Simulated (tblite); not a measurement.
Input of a run (GFN2-xTB geometry optimisation, gas phase (tblite 0.8.0)), started from a force field or distance geometry:
```
{"job": {"kind": "relax", "xc": "GFN2-xTB", "basis": "xTB"}, "charge": 0, "multiplicity": 2}
F      2.587300    -0.104800    -0.929200
C      1.647400     0.202300     0.054900
F      2.114400     1.278800     0.794900
F      1.558600    -0.850500     0.963400
C      0.326400     0.510800    -0.558000
C     -0.657800     0.831500     0.531300
C     -1.268300    -0.298200     0.861500
C     -0.723500    -1.411100     0.011700
N     -0.304700    -0.643400    -1.167100
H      0.384600     1.358200    -1.257700
H     -0.810600     1.835000     0.963000
H     -2.036400    -0.424900     1.623900
H     -1.625700    -2.004100    -0.327800
H     -1.192400    -0.280000    -1.587000
```

Output (eV, eV/Å):
```
step      E/eV     max force
  0    -822.84867    5.122
  1    -823.47014    3.403
  2    -823.86279    1.681
  3    -824.05273    1.262
  4    -824.21452    1.347
  5    -824.32301    1.260
  6    -824.46914    0.954
  7    -824.55208    0.722
  8    -824.61367    0.581
  9    -824.66206    0.744
 10    -824.70389    0.659
 11    -824.73406    0.525
 12    -824.75951    0.679
 13    -824.79084    0.540
 14    -824.83420    0.501
 15    -824.86336    0.393
 16    -824.88530    0.406
 17    -824.90339    0.519
 18    -824.92012    0.490
 19    -824.94065    0.425
 20    -824.95701    0.322
 21    -824.97038    0.440
 22    -824.98726    0.391
 23    -824.99917    0.297
 24    -825.00641    0.362
 25    -825.01129    0.555
 26    -825.02028    0.365
 27    -825.03477    0.273
 28    -825.05333    0.289
 29    -825.06420    0.954
 30    -825.07526    0.311
 31    -825.08600    0.268
 32    -825.09667    0.305
 33    -825.10269    0.278
 34    -825.10949    0.204
 35    -825.11567    0.359
 36    -825.11813    0.116
 37    -825.11975    0.081
 38    -825.12048    0.064
 39    -825.12133    0.099
 40    -825.12192    0.083
 41    -825.12249    0.080
 42    -825.12292    0.082
 43    -825.12332    0.069
 44    -825.12368    0.049
 45    -825.12403    0.043
 46    -825.12435    0.041
 47    -825.12465    0.043
 48    -825.12497    0.056
 49    -825.12530    0.051
 50    -825.12562    0.043
 51    -825.12582    0.029
 52    -825.12592    0.024
 53    -825.12599    0.021
 54    -825.12607    0.028
 55    -825.12618    0.032
 56    -825.12628    0.025
 57    -825.12637    0.020
 58    -825.12644    0.022
 59    -825.12651    0.025
 60    -825.12657    0.024
 61    -825.12661    0.018
 62    -825.12665    0.014
 63    -825.12668    0.019
 64    -825.12670    0.014
 65    -825.12671    0.008
```

Q: Summarise the run.

A: The energy falls by 219.8 kJ/mol over 65 L-BFGS steps, the largest force on an atom goes from 5.12 to 0.008 eV/Å, and the atoms move by 0.539 Å rms after alignment. The bond that changes most is C7–C8 (ends: carbon bonded to 2 C and H; carbon bonded to C, N and H), which shortens by 0.119 Å. Bonds longer at the end by more than 0.005 Å: 2 of 14; shorter: 10. Among the angles that change most is C7–C8–H13, from 105.6° to 129.8°. Among the dihedrals that turn most is C2–C5–N9–H14, from -178° to -40°. The energy never rose by more than 1e-5 eV on the way. The first step brought 27 % of the lowering.

Q: What are the final bond lengths?

A: F1–C2 1.348 Å, C2–F3 1.337 Å, C2–F4 1.337 Å, C2–C5 1.547 Å, C5–C6 1.498 Å, C6=C7 1.377 Å, C7–C8 1.383 Å, C8–N9 1.377 Å, C5–N9 1.440 Å, C5–H10 1.103 Å, C6–H11 1.069 Å, C7–H12 1.072 Å, C8–H13 1.070 Å, N9–H14 1.007 Å. Numbering counts from 1 in the input's order; the species is `FC([C@H]1N[CH]C=C1)(F)F` [radical].

The run took 1.2 s wall on one thread, Intel Xeon at 2.50 GHz (x86_64), on a shared host.

Its GFN2-xTB frequencies are all real (lowest 48 cm⁻¹).

All values are computed, not measured.
